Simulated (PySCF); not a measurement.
# Constants of TeI, step by step

State: ²Π, doublet, unpaired electrons π ↑. De refers to Te + I. ROHF-based CCSD(T) in PySCF 2.14 with Te cc-pVTZ-PP with ECP28, I cc-pVTZ-PP with ECP28 and Te cc-pVQZ-PP with ECP28, I cc-pVQZ-PP with ECP28 (frozen core orbitals: 18; scalar-relativistic core potentials). Correlation energies are extrapolated as n⁻³ (n = 3, 4), Hartree–Fock as (n+1)·exp(−9√n).

```json
{"Level": "CCSD(T)/TZ", "Re (Å)": "2.6914", "ωe (cm⁻¹)": "212.3", "ωexe (cm⁻¹)": "0.484", "αe (cm⁻¹)": "9.92e-05", "De (eV)": "1.874"}
{"Level": "CCSD(T)/QZ", "Re (Å)": "2.6760", "ωe (cm⁻¹)": "216.1", "ωexe (cm⁻¹)": "0.478", "αe (cm⁻¹)": "9.86e-05", "De (eV)": "2.034"}
{"Level": "HF/CBS", "Re (Å)": "2.6754", "ωe (cm⁻¹)": "222.2", "ωexe (cm⁻¹)": "0.359", "αe (cm⁻¹)": "8.41e-05", "De (eV)": "0.898"}
{"Level": "MP2/CBS", "Re (Å)": "2.6527", "ωe (cm⁻¹)": "225.6", "ωexe (cm⁻¹)": "0.420", "αe (cm⁻¹)": "9.24e-05", "De (eV)": "2.137"}
{"Level": "CCSD/CBS", "Re (Å)": "2.6644", "ωe (cm⁻¹)": "221.4", "ωexe (cm⁻¹)": "0.445", "αe (cm⁻¹)": "9.47e-05", "De (eV)": "1.966"}
{"Level": "CCSD(T)/CBS", "Re (Å)": "2.6681", "ωe (cm⁻¹)": "218.9", "ωexe (cm⁻¹)": "0.476", "αe (cm⁻¹)": "9.81e-05", "De (eV)": "2.136"}
```

How much is left between CCSD(T)/QZ and the basis-set limit, and how much do the triples give at the limit?

CCSD(T)/CBS less CCSD(T)/QZ: -7.9 mÅ in Re, +2.8 cm⁻¹ in ωe and +0.102 eV in De. CCSD(T)/CBS less CCSD/CBS: +3.7 mÅ in Re, -2.5 cm⁻¹ in ωe and +0.170 eV in De.

The T1 diagnostic is 0.024. The state was picked by a PBE0 search and need not be the measured ground state. Spin–orbit coupling, excitations beyond (T) and corrections to the Born–Oppenheimer picture are left out, and spin–orbit coupling matters for open p, d or f shells this heavy.

The whole job (state search and all basis sets along the bond) took about 11 min on 4 threads of Arm Neoverse V1 (shared host), peak memory 11 GiB.
